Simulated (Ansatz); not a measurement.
The C2–H3 bond of C2H6Mg (SMILES [CH3][Mg][CH3]) is stretched (multiplicity 1, the rest rigid).
Geometry at rest (charge 0, multiplicity 1):
```json
[
 {"atom": "Mg", "x (Å)": "0.0000", "y (Å)": "0.0000", "z (Å)": "0.0000"},
 {"atom": "C", "x (Å)": "1.6071", "y (Å)": "0.2545", "z (Å)": "-1.3170"},
 {"atom": "H", "x (Å)": "2.3439", "y (Å)": "-0.5484", "z (Å)": "-1.2184"},
 {"atom": "H", "x (Å)": "2.1334", "y (Å)": "1.1970", "z (Å)": "-1.1380"},
 {"atom": "H", "x (Å)": "1.2793", "y (Å)": "0.2630", "z (Å)": "-2.3609"},
 {"atom": "C", "x (Å)": "-1.6071", "y (Å)": "-0.2545", "z (Å)": "1.3170"},
 {"atom": "H", "x (Å)": "-2.1822", "y (Å)": "-1.1564", "z (Å)": "1.0864"},
 {"atom": "H", "x (Å)": "-2.3029", "y (Å)": "0.5890", "z (Å)": "1.2764"},
 {"atom": "H", "x (Å)": "-1.2715", "y (Å)": "-0.3442", "z (Å)": "2.3546"}
]
```

Cores are frozen in the correlated methods.

Run with Ansatz (a program for electronic structure) with Gaussian orbitals. 

Energies above the point at 1.094 Å (the B3LYP-D3(BJ) bond length), FIC-MRCISD+Q on CASSCF(2,2)/def2-SVP (kcal/mol): 7.06 at 0.985 Å; 2.96 at 1.204 Å; 107.22 at 3.501 Å.

**Question.** Take the last value as the depth D of a Morse curve D(1 − e^(−a(R − R₀)))², fit a and R₀ to the two near points, and test it at 1.477 and 1.915 Å.

**Answer.** 
With D = 107.2, both near points (counted from the curve's value at 1.094 Å) are met by a = 1.89 Å⁻¹ and R₀ = 1.106 Å, so k = 2Da² = 764 kcal/(mol Å²). The curve then gives 27.1 and 65.6 kcal/mol; the level itself gives 27.1 and 67.5, so Morse is off by 0.1 and -1.9.
